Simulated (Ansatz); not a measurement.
A run for Ansatz (a program for electronic structure): R-CCSD(T)/cc-pVTZ on BrGaH2O2 (SMILES [OH][Ga]([OH])[Br]), a point of a torsion scan. The run froze 30 orbitals, filled d shells among them.

Ansatz 0.2 input:
```yaml
crystal:
  periodic: [false, false, false]
  atoms:
    - {symbol: O, position_ang: [-1.03881953, -1.04162181, 0.45315558]}
    - {symbol: Ga, position_ang: [-0.41445666, 0.55090263, 0.19696768]}
    - {symbol: O, position_ang: [0.87817717, 0.99083517, -0.87322374]}
    - {symbol: Br, position_ang: [-1.21941172, 2.21581419, 1.46821834]}
    - {symbol: H, position_ang: [-1.49542325, -1.65126038, -0.11992776]}
    - {symbol: H, position_ang: [1.38195510, 0.38177364, -1.40998471]}
basis:
  gaussian:
    orbitals: cc-pVTZ
magnetization: {spin_polarized: false}
correlation: {method: ccsd_t, electrons: outside_noble_gas}
scf: {lower_state_search: off}
```

It printed:

```
WARN ansatz: RAYON_NUM_THREADS=1 ignored (pool sized by the plan → 1); use --threads N
Functional definition: HF
these checks for a lower state are left out or cut short: stability, starts, cluster_reference, orbital_swaps, neighbouring_geometries, increment
integrals: 0.54 GiB planned
1091 factors; integrals over basis functions are off by at most 6.0e-4 eV
mean field: 0.72 GiB planned
mean field evaluation 1: about -126441.9612 eV, gradient 5.2e1 eV
mean field evaluation 2: about -126442.0624 eV, gradient 5.2e1 eV
mean field evaluation 4: about -126446.5262 eV, gradient 2.3e0 eV
mean field evaluation 8: about -126446.5554 eV, gradient 1.8e-1 eV
mean field -126446.55559902 eV, -4646.8252097101 hartree, gradient 2.8e-6 eV, S^2 0.000000; 0 other end points of the search recorded, 0 dependent functions left out
30 core orbitals not correlated, not the lowest: weight in the atoms' cores, before any rotation towards them, 0.762 or more for the frozen orbitals, at most 0.232 for the correlated occupied ones
reference -126446.55559902 eV, -4646.8252097101 hartree; 12, 12 occupied and 132, 132 virtual orbitals, 1091 factors
second order -19.52503133 eV of doubles, -0.00000000 eV of singles
coupled cluster: 1.15 GiB planned
cycle   1  -19.49294419 eV  change    3.2e-2 eV  update   9.2e-2
cycle   2  -19.88891235 eV  change   -4.0e-1 eV  update   2.7e-2
cycle   3  -19.99185441 eV  change   -1.0e-1 eV  update   1.4e-2
cycle   4  -19.97905066 eV  change    1.3e-2 eV  update   3.6e-3
cycle   5  -19.97730031 eV  change    1.8e-3 eV  update   1.6e-3
cycle   6  -19.97802602 eV  change   -7.3e-4 eV  update   4.8e-4
cycle   7  -19.97770337 eV  change    3.2e-4 eV  update   1.7e-4
cycle   8  -19.97766332 eV  change    4.0e-5 eV  update   4.7e-5
cycle   9  -19.97768825 eV  change   -2.5e-5 eV  update   1.7e-5
perturbative correction -0.73003347 eV, -0.0268282352 hartree
Total energy: -126467.26332073 eV, -4647.5862044470 hartree
Checks for a lower state left out: stability, starts, cluster_reference, orbital_swaps, neighbouring_geometries, increment
```

The run converged.

Cost: roughly 24 core-seconds.
